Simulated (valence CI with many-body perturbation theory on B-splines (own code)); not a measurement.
Tl⁶⁸⁺: what the settings do

Calculated by relativistic CI+MBPT: three valence electrons over a frozen Dirac-Fock core [Ne], a basis of 6 s, 6 p, 5 d, 3 f, 1 g functions for each j, with the one-electron correlation potential Σ1 (screened to all orders), the two-electron term Σ2, the three-electron term Σ3, Breit, model QED; selected single and double excitations, second order for the rest, scaled by the run's own slope (own B-spline code, finite nucleus).

No measured spectrum was set against this ion. As an estimate, large intervals hold to a few tenths of a per cent, small ones and those within an open d or f shell to about a per cent.

The reference run has the lowest level (3s^2 3p1/2) J=1/2 and an ionisation energy of 8418.98 eV. Its largest variational space holds 2783 state functions.

Levels are named by their leading jj configuration (3d3/2^4 stands for four electrons in 3d with j = 3/2), which in mixed levels can hold well under half, so a name can repeat and another be missing. Letters in brackets count levels of one name in rising energy.

Changed runs:
A. scale of Σ2 1 → 0.5
B. correlating orbitals by l 3 3 3 2 1 → 4 4 3 0 0
C. correlating orbitals by l 3 3 3 2 1 → 6 5 3 4 1; box radius (bohr) 1.2216 → 3.38
D. closed core [Ne] → [Ne] 3s1 (bad on purpose)

Excitation energies of the reference run in cm⁻¹, and shifts in cm⁻¹:

```csv
Level,Reference,A,B,C
(3s 3p1/2^2) J=1/2,1570260,+348,+236,+67
(3s^2 3p3/2) J=3/2,4530190,-483,-115,+18
(3s 3p1/2 3p3/2) J=3/2 [a],5818630,-1315,-641,+104
(3s 3p1/2 3p3/2) J=5/2,5986310,-652,+30,+53
(3s 3p1/2 3p3/2) J=3/2 [b],6165560,+64,+171,+33
(3s 3p1/2 3p3/2) J=1/2,6264170,+1569,+426,+68
(3s^2 3d3/2) J=3/2,6658410,+2541,+2606,-97
(3s^2 3d5/2) J=5/2,7574040,+1393,+2058,-142
(3s 3p1/2 3d3/2) J=3/2 [a],7680590,-214,+197,+72
(3s 3p1/2 3d3/2) J=3/2 [b],7799060,+768,+406,+65
(3s 3p1/2 3d3/2) J=5/2,7890680,+301,+1235,-49
(3s 3p1/2 3d3/2) J=1/2,8135140,+2061,+2420,-68
Ionisation energy (eV),8418.98,+0.012,-0.10,+0.0051
```

Run D: It gave no result: the perturbation theory needs a core of closed shells. The program said: "the core must hold closed shells only".
